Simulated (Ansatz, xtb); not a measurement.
# Two isomers of C2H6BrClSi

Structure a: `C[Si](C)(Cl)Br`, a singlet. Structure b: `C[Si@@H](Cl)CBr`, a singlet. Both are isolated molecules in the gas phase, relaxed with PBE0-D3(BJ)/def2-SVP, each in the lowest conformer that the search found.

a (Å):

| atom | x (Å) | y (Å) | z (Å) |
| --- | --- | --- | --- |
| C | -1.0717 | -2.0558 | 0.5316 |
| C | 0.3939 | 0.4193 | -0.6914 |
| Br | 1.3858 | -0.6661 | 2.2950 |
| Cl | -1.6930 | 0.8572 | 1.6883 |
| Si | -0.2826 | -0.4002 | 0.8337 |
| H | -1.9133 | -1.9513 | -0.1708 |
| H | -1.4516 | -2.4800 | 1.4723 |
| H | -0.3370 | -2.7552 | 0.1040 |
| H | 1.1676 | -0.2138 | -1.1522 |
| H | -0.4131 | 0.5829 | -1.4225 |
| H | 0.8417 | 1.3919 | -0.4409 |

b (Å):

```csv
atom,x (Å),y (Å),z (Å)
C,-2.2697,-0.7958,0.3800
C,0.4112,0.4234,1.3402
Br,1.0055,0.6831,-0.4959
Cl,-2.0079,0.3257,3.3853
Si,-1.4676,0.5478,1.3864
H,-1.9719,-1.7868,0.7550
H,-3.3659,-0.7206,0.4339
H,-1.9619,-0.7121,-0.6735
H,-1.8775,1.9116,0.9551
H,0.8960,1.1951,1.9534
H,0.7716,-0.5625,1.6657
```

Quicker runs give these differences E(b) − E(a): GFN2-xTB +29.0 kcal/mol; HF/STO-3G +35.2 kcal/mol (at GFN2-xTB geometries); r2SCAN-D4/def2-SVP +40.0 kcal/mol (at GFN2-xTB geometries).

Estimate E(b) − E(a) at the level CCSD(T)/def2-SVP + ΔMP2/def2-TZVPP.

Calculated at CCSD(T)/def2-SVP + ΔMP2/def2-TZVPP: E(b) − E(a) = +38.3 kcal/mol, so structure a lies lower.

How the difference moves with the method:

```csv
level,geometry,E(b) − E(a) (kcal/mol),departure from the last row (kcal/mol),"job, with rough time for the two"
GFN2-xTB,GFN2-xTB,+29.0,−9.3,"optimisation, 0.15 s"
HF/STO-3G,GFN2-xTB,+35.2,−3.1,"single point, 0.56 s"
r2SCAN-D4/def2-SVP,GFN2-xTB,+40.0,+1.7,"single point, 3.4 s"
PBE0-D3(BJ)/def2-SVP,PBE0-D3(BJ)/def2-SVP,+39.6,+1.3,"optimisation, 33 s"
HF/def2-SVP,PBE0-D3(BJ)/def2-SVP,+39.9,+1.6,part of the CCSD(T) run
MP2/def2-SVP,PBE0-D3(BJ)/def2-SVP,+40.7,+2.4,part of the CCSD(T) run
CCSD(T)/def2-SVP,PBE0-D3(BJ)/def2-SVP,+38.8,+0.5,single point
CCSD(T)/def2-SVP + ΔMP2/def2-TZVPP,PBE0-D3(BJ)/def2-SVP,+38.3,,"single point, 44 s"
```

As drawn, b has 1 C–Br, 1 Si–H in place of 1 Br–Si, 1 C–H.

None of the levels shown reverses the order. The largest departure from CCSD(T)/def2-SVP + ΔMP2/def2-TZVPP is that of GFN2-xTB, 9.3 kcal/mol. The last row adds to CCSD(T) the change of the MP2 difference between the two basis sets, here −0.5 kcal/mol.

With thermal terms from frequencies at re-optimised GFN2-xTB minima (ideal gas, soft modes damped towards free rotors, one conformer each, 298.15 K, 1 atm): on the last row, ΔE + ΔZPE = +36.6, ΔH = +36.3, ΔG = +36.7 kcal/mol.

The correlated steps freeze 21 core orbitals; the filled d shell of Br is correlated, in a basis made for valence electrons. Mirror images aren't counted in ΔG. Programs: Ansatz 0.2.0, xtb 6.7.1; the last row on 2 threads of Intel(R) Xeon(R) Platinum 8488C (Sapphire Rapids) on a shared host.
